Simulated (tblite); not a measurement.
Record of a relaxation.

Compound: C₆H₈F₂Ge.
Atom-mapped SMILES: `[CH3:1][C@:2]1([F:3])[CH:4]=[CH:5][C:6]([F:7])=[CH:8][GeH2:9]1` (hydrogens: H10, H11, H12 on C1; H13 on C4; H14 on C5; H15 on C8; H16, H17 on Ge9)

Computed with GFN2-xTB (tblite), gas phase: L-BFGS steps from a force-field or distance-geometry start until the largest atomic force falls under 0.01 eV/Å. 4 of its 114 geometries are shown.

Step 0: E = -768.3574 eV, largest atomic force 4.094 eV/Å
```
atom  x, y, z in Å  |  force x, y, z in eV/Å
C1     -2.124   -0.099    0.496   -1.208  -1.454  -0.130
C2     -0.972    0.074   -0.467    0.272   0.354   1.104
F3     -1.394    0.273   -1.751   -0.760   0.102  -1.062
C4     -0.164   -1.146   -0.450   -2.772  -1.976  -0.793
C5      1.081   -1.369   -0.193    2.769  -3.014   0.107
C6      2.122   -0.463    0.138    0.555   0.321   0.194
F7      3.401   -0.879    0.357   -0.544  -0.520  -0.209
C8      1.881    0.822    0.255    0.195   1.413   0.423
Ge9     0.153    1.578   -0.021    0.323   2.033  -0.225
H10    -2.528    0.844    0.907    0.271  -0.588  -0.231
H11    -1.804   -0.816    1.297   -0.290   0.946  -0.402
H12    -2.926   -0.654   -0.076    0.464   0.682   0.672
H13    -0.763   -2.075   -0.678    0.383   0.968   0.069
H14     1.411   -2.446   -0.272   -0.166   1.094   0.185
H15     2.681    1.482    0.512    0.452   0.230   0.105
H16    -0.355    2.380    1.215    0.244  -0.273  -0.534
H17     0.293    2.508   -1.279   -0.187  -0.315   0.726
```

Step 38: E = -769.0186 eV, largest atomic force 0.073 eV/Å
```
atom  x, y, z in Å  |  force x, y, z in eV/Å
C1     -2.130   -0.120    0.510    0.027  -0.014  -0.012
C2     -0.957    0.041   -0.446    0.066   0.024   0.003
F3     -1.495    0.294   -1.728    0.015  -0.023   0.028
C4     -0.190   -1.241   -0.541    0.025   0.016  -0.065
C5      1.099   -1.430   -0.263   -0.002  -0.020   0.041
C6      2.072   -0.447    0.169    0.004  -0.020   0.047
F7      3.276   -1.005    0.453    0.029  -0.016  -0.051
C8      1.938    0.874    0.293   -0.030  -0.014  -0.017
Ge9     0.192    1.637   -0.036   -0.027  -0.020   0.015
H10    -2.701    0.807    0.546   -0.001  -0.032   0.007
H11    -1.748   -0.346    1.503   -0.031   0.010   0.004
H12    -2.785   -0.927    0.181    0.025   0.020   0.027
H13    -0.768   -2.089   -0.891   -0.040   0.058   0.008
H14     1.513   -2.426   -0.361   -0.002   0.013   0.007
H15     2.799    1.454    0.590   -0.052  -0.010   0.007
H16    -0.293    2.344    1.205   -0.016   0.002  -0.071
H17     0.171    2.590   -1.193    0.008   0.025   0.021
```

Step 75: E = -769.0308 eV, largest atomic force 0.060 eV/Å
```
atom  x, y, z in Å  |  force x, y, z in eV/Å
C1     -2.056   -0.132    0.581    0.037   0.019  -0.006
C2     -0.967    0.052   -0.468    0.012   0.010  -0.018
F3     -1.616    0.300   -1.694    0.007   0.007  -0.015
C4     -0.193   -1.215   -0.636    0.011   0.014  -0.020
C5      1.084   -1.425   -0.318   -0.004  -0.011   0.011
C6      2.030   -0.465    0.214   -0.006  -0.013  -0.030
F7      3.230   -1.027    0.512   -0.028  -0.035   0.029
C8      1.878    0.846    0.401   -0.015  -0.016   0.012
Ge9     0.190    1.644   -0.099   -0.019   0.016   0.005
H10    -2.702    0.744    0.581   -0.018  -0.004  -0.014
H11    -1.602   -0.232    1.563    0.034  -0.041   0.027
H12    -2.654   -1.016    0.365   -0.017  -0.007   0.010
H13    -0.769   -2.027   -1.064    0.016   0.003   0.012
H14     1.505   -2.411   -0.467    0.010  -0.004   0.007
H15     2.712    1.411    0.787   -0.005   0.014  -0.031
H16    -0.397    2.437    1.035    0.003   0.043   0.001
H17     0.321    2.529   -1.304   -0.019   0.002   0.018
```

Step 113: E = -769.0411 eV, largest atomic force 0.009 eV/Å
```
atom  x, y, z in Å  |  force x, y, z in eV/Å
C1     -1.936   -0.169    0.655    0.001  -0.002  -0.002
C2     -0.982    0.073   -0.509    0.004   0.003   0.000
F3     -1.763    0.328   -1.649   -0.002  -0.004  -0.002
C4     -0.199   -1.173   -0.763   -0.003   0.003  -0.004
C5      1.047   -1.414   -0.356   -0.004  -0.003  -0.003
C6      1.941   -0.482    0.302   -0.004   0.000  -0.003
F7      3.076   -1.078    0.746    0.005   0.004   0.001
C8      1.803    0.835    0.458   -0.001  -0.004  -0.001
Ge9     0.184    1.669   -0.199    0.005   0.005  -0.001
H10    -2.598    0.689    0.766    0.008   0.003  -0.002
H11    -1.362   -0.297    1.571    0.001   0.000  -0.003
H12    -2.539   -1.059    0.482   -0.001   0.000   0.003
H13    -0.745   -1.944   -1.290   -0.003  -0.003   0.000
H14     1.484   -2.388   -0.533    0.000   0.000   0.004
H15     2.608    1.387    0.917    0.000   0.003   0.006
H16    -0.432    2.562    0.840   -0.003   0.000   0.003
H17     0.407    2.473   -1.448   -0.003  -0.005   0.005
```

Question: Summarise the path.

Answer: The energy falls by 0.6837 eV from step 0 to step 113; nine tenths of that is first reached at step 14. It falls at every step. The largest force goes from 4.094 to 0.009 eV/Å. Among the bonds C2–Ge9 changes most, from 1.930 to 2.001 Å; the atoms move by 0.411 Å rms after alignment.

Question: Follow the three bonds and two angles with the largest change from start to end.

Answer: 
```csv
step,E above end (eV),largest force (eV/Å),C2–Ge9 (Å),Ge9–H17 (Å),Ge9–H16 (Å),C5–C6–F7 (°),C5–C6–C8 (°)
0,0.6837,4.094,1.930,1.571,1.559,122.1,120.7
5,0.1277,0.536,1.998,1.475,1.492,114.1,127.2
10,0.0752,0.153,2.004,1.508,1.513,112.2,129.5
15,0.0662,0.130,2.002,1.497,1.502,111.9,129.1
20,0.0584,0.121,2.010,1.499,1.509,112.4,129.2
25,0.0472,0.145,2.000,1.504,1.506,112.8,128.5
29,0.0378,0.077,1.998,1.496,1.504,112.4,129.0
34,0.0294,0.089,2.002,1.499,1.507,112.0,129.1
39,0.0215,0.102,2.007,1.500,1.506,112.3,129.2
44,0.0174,0.051,2.004,1.497,1.504,112.4,128.8
49,0.0161,0.032,2.003,1.501,1.505,112.4,128.9
54,0.0156,0.032,2.004,1.498,1.506,112.3,129.1
59,0.0152,0.027,2.003,1.500,1.505,112.4,129.0
64,0.0147,0.030,2.004,1.499,1.506,112.2,129.0
69,0.0135,0.041,2.001,1.500,1.504,112.2,128.9
74,0.0109,0.061,2.003,1.500,1.503,112.4,128.9
79,0.0083,0.051,2.002,1.502,1.504,112.6,128.9
84,0.0060,0.039,2.003,1.502,1.504,112.4,128.8
88,0.0047,0.058,2.001,1.500,1.504,112.4,128.8
93,0.0018,0.045,1.999,1.500,1.501,112.5,128.8
98,0.0006,0.021,2.000,1.501,1.503,112.5,128.7
103,0.0003,0.018,2.001,1.502,1.503,112.5,128.7
108,0.0001,0.016,2.001,1.501,1.503,112.6,128.7
113,0.0000,0.009,2.001,1.502,1.503,112.5,128.6
```

What follows is the cost of the whole relaxation. Time: 0.86 s. Hardware: one thread of an Arm Neoverse V1, no GPU, on a shared host.
